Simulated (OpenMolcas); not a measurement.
# V3+: moving or changing the point charges

V3+ among 6 point charges of -2.2 e arranged as an octahedron (Oh), 1.86 Å from the ion.

* Program: OpenMolcas 26.06
* Method: CASSCF
* Basis: ANO-RCC-VDZP [5s4p2d1f]
* Scalar Hamiltonian: DKH2, point nucleus
* Active space: 2 electrons in 5 orbitals (3d)
* State averaging: 2S+1 = 3 even, 10 roots; 2S+1 = 1 even, 15 roots
* Spin-orbit coupling: RASSI with atomic mean-field integrals over the reference wave functions

Runs around this geometry, states (labels of O, the rotations of Oh). Energies in cm-1 above the lowest state or level, χT in cm3 K/mol; under a threefold ground state the first gap can be a small split of the lowest multiplet, not the spin-orbit step; 10Dq and B are least-squares fits to the states below 45000 cm-1, weighted by degeneracy, with a free offset, and given where the rms deviation is under 5 % of |10Dq| (or 100 cm-1) and under 700 cm-1.

```
R (Å)  q (e)  Ground state  First state of that spin  10Dq  B (rms of fit)  First gap with spin-orbit (degeneracies)  χT at 300 K  First state of another spin
 1.86  -1.43           3T1                  3T2 4796  5965      1082 (134)                               18.1 (2, 3)        0.878                    1T2 14619
 1.86   -2.2           3T1                  3T2 7463  9309      1060 (283)                               11.4 (2, 3)        0.893                    1T2 14446
 1.96   -2.2           3T1                  3T2 5740  7183      1076 (195)                               15.1 (2, 3)        0.883                    1T2 14593
```

Taking |10Dq| as R^-n, n = -ln(7183 / 9309) / ln(1.96 / 1.86) = 5.0 between the shortest and longest distance. The point-charge formula for a cubic d site gives n = 5.

Scaling the charges by -1.43 / -2.2 = 0.65 scales |10Dq| by 5965 / 9309 = 0.64; with fixed orbitals a first-order splitting would follow the charge.

An orbital triplet at a regular site is open to Jahn-Teller coupling, which can distort the site and quench the lowest spin-orbit gaps and is left out. Without dynamic correlation the repulsion within the d shell is too large (B by tens of per cent), so at a given field states of lower spin stand too high. This field is weak: 10Dq is about 5965 cm-1, while octahedral complexes of 3d ions of charge 3 and more, computed by the same method with explicit ligands, had a median near 15000 cm-1. Ground spin and moment need not be those of a real site (figures for R = 1.86, q = -1.43; the like holds for R = 1.96, q = -2.2). This is an electrostatic model: the charges have no orbitals. No measured value stands beside these numbers.
